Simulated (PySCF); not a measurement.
GaH3, SMILES [GaH3].

Coordinates come from a PBE0-D3(BJ)/def2-TZVPD optimisation. The isomer is the one that the SMILES or the coordinates give; other isomers of the formula were not compared.

Two levels are set side by side: TDDFT-PBE/def2-TZVPD (PySCF) and TDDFT-B3LYP/def2-TZVPD (PySCF). Vertical, same geometry. The lowest singlet is HOMO→LUMO 100 % with PBE and HOMO−1→LUMO 100 % with the other functional; states are paired by order. Differences are taken from unrounded values.

```
quantity                               TDDFT-B3LYP  TDDFT-PBE  TDDFT-PBE minus TDDFT-B3LYP
-------------------------------------  -----------  ---------  ---------------------------
lowest singlet excitation (eV)                5.09       4.85                        -0.25
lowest triplet excitation (TDA) (eV)          4.64       4.38                        -0.26
first bright state (f over 0.05) (eV)         7.71       7.35                        -0.37
its oscillator strength                       0.19       0.17                        -0.03
```

A lower first singlet is the usual sign of a functional without exact exchange. Differences between two approximate levels are no errors against the true value.

Rough cost on one machine, each run with all the roots and properties that it gave: TDDFT-B3LYP against TDDFT-PBE within a factor of 2.
